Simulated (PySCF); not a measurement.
Two structures of GaH$_{3}$O$_{2}$, closed shell, reached by relaxing down either side of one saddle point (PBE0-D4/def2-TZVP). Energies are electronic, without zero-point energy. PySCF 2.14 with density fitting (its default auxiliary sets; JK sets also for MP2 and CCSD(T)); basis: def2-TZVPP and def2-QZVPP; cores frozen in the correlated methods. Filled d shells of the heavier atoms are correlated. The def2 sets are not built for correlating such inner shells, so the correlated values are less sure here. Extrapolation: Hartree–Fock as exp(−7.88 √X), correlation as X^−2.97. First:

```xyz
6
angstrom
Ga -0.1820 0.4329 0.1063
O 0.3354 -1.1059 0.8507
O 0.1102 0.4745 -1.6456
H 0.5104 -0.3349 -1.9726
H -0.8180 1.6292 0.8526
H 0.1938 -1.1652 1.7970
```

Second:

| atom | x (Å) | y (Å) | z (Å) |
| --- | --- | --- | --- |
| Ga1 | -0.0734 | 1.1088 | -0.0835 |
| O2 | 0.4135 | -1.0003 | 0.3043 |
| O3 | -0.4229 | 0.5298 | -1.6122 |
| H4 | 0.0950 | -0.9744 | -0.6399 |
| H5 | 0.1605 | 1.9078 | 1.1988 |
| H6 | -0.1463 | -1.6071 | 0.7986 |

(1) Which bonds change from the first to the second?

(2) Give the saddle point's structure and its height above each. (To be estimated.)

No T1 diagnostic of these runs exceeds 0.024.

Results:

(1) GaH₃O₂ ([OH][GaH][OH]) → GaHO ([O][GaH]) + H₂O (still joined by a long Ga–O bond); bonds formed: O2–H4; bonds broken: O3–H4; bonds weakened to dative contacts: Ga1–O2.

(2) The calculation gives: 204.8 kJ/mol above the first and 8.4 kJ/mol above the second (CCSD(T) at an estimated basis limit (MP2 extrapolated from triple and quadruple zeta, plus CCSD(T) − MP2 in triple zeta)).
```xyz
6
angstrom
Ga -0.0871 1.0243 -0.0641
O 0.4581 -0.9399 0.3262
O -0.4606 0.2660 -1.5344
H 0.0332 -0.8362 -0.6707
H 0.1122 2.0283 1.0709
H -0.0558 -1.5425 0.8720
```

Labels in which every atom is bracketed show which atoms are joined, not bond orders.

For scale, one of the runs: CCSD(T)/def2-TZVPP, 152 basis functions, launched by `OMP_NUM_THREADS=4 python run.py`. The run took 67 s on 4 CPU threads of an INTEL XEON PLATINUM 8581C (shared host), with 1.4 GiB of host memory at its peak.
